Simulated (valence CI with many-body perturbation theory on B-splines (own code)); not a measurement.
## Ge26+ in three bases

Calculated by configuration interaction combined with many-body perturbation theory (CI+MBPT): four valence electrons over a frozen Dirac-Fock core [He], a basis of 9 s, 9 p, 8 d, 6 f, 3 g, 1 h functions for each j, with the one-electron correlation potential Σ1 (screened to all orders), the two-electron term Σ2, the three-electron term Σ3, Breit, model QED; selected single and double excitations, second order for the rest (own B-spline code, finite nucleus).

The last digits are not significant, and no measured levels were compared; by estimate large intervals hold to a few tenths of a per cent, small ones and those within an open d or f shell to about a per cent. Among the levels kept, up to 370 cm⁻¹ of a level comes from second order outside the variational space, and about a tenth of that is noise between levels of different J, which matters for small intervals.

The reference run has the lowest level 2s²2p² ³P_0 and an ionisation energy of 2741.36 eV. Its largest variational space holds 20000 state functions.

Names give the largest LS component (configuration and term), which can be under half, so a name can repeat, a term be missing and a line seem to break the LS rules; names also repeat where a configuration has a term twice.

Changed runs:
A. basis 6 s, 6 p, 5 d, 3 f, 1 g
B. basis 5 s, 5 p, 4 d, 2 f

Excitation energies of the reference run in cm⁻¹, and shifts in cm⁻¹:

```tsv
Level	Reference	A	B
2s²2p² ³P_1	219796	-37	-123
2s²2p² ³P_2	287898	+44	+103
2s²2p² ¹D_2	562436	+62	+163
2s²2p² ¹S_0	728690	+140	+448
2s2p³ ⁵S°_2	840221	-246	-771
2s2p³ ³D°_1	1175490	+72	+249
2s2p³ ³D°_2	1212270	+27	+98
2s2p³ ³D°_3	1294580	+59	+153
2s2p³ ³P°_0	1440920	+87	+318
2s2p³ ³P°_1	1468930	+82	+285
2s2p³ ³P°_2	1515930	+110	+356
2s2p³ ³S°_1	1634600	+145	+508
Ionisation energy (eV)	2741.36	-0.021	-0.08
```
